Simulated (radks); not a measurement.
Results of a calculation; reference values are marked as such.
Q: Successive ionisation energies (eV) of one element, from differences of total energies of ions in their ground configurations, starting at charge 0: 4.449, 31.639, 45.789, 60.659, 81.943, 99.561, 117.58, 154.28, 176.20, 503.96, 565.55, 628.06, 716.41. Level of theory: non-relativistic Kohn-Sham, PBE, spin-polarised, spherical densities, point nucleus; open shells are filled with parallel spins first (a radial shooting solver on a logarithmic mesh with Libxc functionals). Which element is it?

A: Potassium (Z = 19). The first species listed is K in [Ar] 4s1, the last K12+ in [He] 2s2 2p3.
